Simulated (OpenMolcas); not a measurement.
## Pt4+: moving or changing the point charges

Pt4+ among 6 point charges of -1.7 e arranged as a trigonal prism (D3h), 1.87 Å from the ion, with a polar angle of 51.6° against the regular 49.1°.

| Quantity | Value |
| --- | --- |
| Program | OpenMolcas |
| Method | SS-CASPT2, IPEA 0.25 Eh, imaginary shift 0.1 Eh (closed shells correlated: 4f 5s 5p) |
| Basis | ANO-RCC-VTZP [8s7p5d3f1g] |
| Scalar Hamiltonian | DKH2, point nucleus |
| Active space | 6 electrons in 5 orbitals (5d) |
| State averaging | 2S+1 = 5 even, 5 roots; 2S+1 = 3 even, 45 roots; 2S+1 = 1 even, 50 roots |
| Spin-orbit coupling | RASSI with atomic mean-field integrals over the reference wave functions |

Runs around this geometry, states (labels of D3, the rotations of D3h). Energies in cm-1 above the lowest state or level, χT in cm3 K/mol.

```csv
R (Å),q (e),Polar angle / regular,Ground state,First state of that spin,First gap with spin-orbit (degeneracies),χT at 300 K,First state of another spin
1.87,-1.1,1.05,5E,5A1 590,"1020 (2, 1)",4.650,3A2 16360
1.79,-1.7,1.05,5E,5A1 730,"1370 (2, 1)",4.511,3E 13040
1.87,-1.7,1.05,5E,5A1 900,"1310 (2, 1)",4.548,3E 14560
2,-1.7,1.05,5E,5A1 1070,"1180 (2, 1)",4.597,3A2 16130
1.87,-1.7,1.13,5A1,5E 3800,"380 (1, 2)",3.794,3A2 17010
```

Scaling the charges by -1.1 / -1.7 = 0.65 scales the first state of the same spin by 590 / 900 = 0.66; with fixed orbitals a first-order splitting would follow the charge.

The ground state changes within this set.

Roots that are degenerate in the reference are averaged as groups; the widest CASPT2 spread within a group is 130 cm-1 (the 2-fold group of multiplicity 5 near 0 cm-1 above the lowest state of its run, R = 2, q = -1.7, ratio = 1.05). Shifts and gaps below about the spread of the groups concerned are not significant. Point charges give a weaker field than real ligands, and real ions of this kind are as a rule low spin; the high spin found here belongs to the model. Free-ion shares, where given, are those of the reference states; single-state CASPT2 does not remix them. An orbital doublet at a regular site is open to a Jahn-Teller distortion, which this geometry leaves out (holds for R = 1.87, q = -1.1, ratio = 1.05; R = 1.79, q = -1.7, ratio = 1.05; R = 1.87, q = -1.7, ratio = 1.05; R = 2, q = -1.7, ratio = 1.05). The ground term spreads over less than 5000 cm-1, several times less than with real ligands, so orbital moments are less quenched and χT lies further from the spin-only value than at real sites (holds for R = 1.87, q = -1.1, ratio = 1.05). This shell can be high or low spin here, a state of another spin lies low, and with metal d orbitals alone active their balance is uncertain, so the ground spin may be wrong (holds for R = 1.79, q = -1.7, ratio = 1.05; R = 1.87, q = -1.7, ratio = 1.05). Spin-orbit coupling mixes the spin-free states strongly: the lowest level takes only 66 % from its leading state, 5A1 (holds for R = 1.87, q = -1.7, ratio = 1.13). This is an electrostatic model: the charges have no orbitals. No measured value stands beside these numbers.
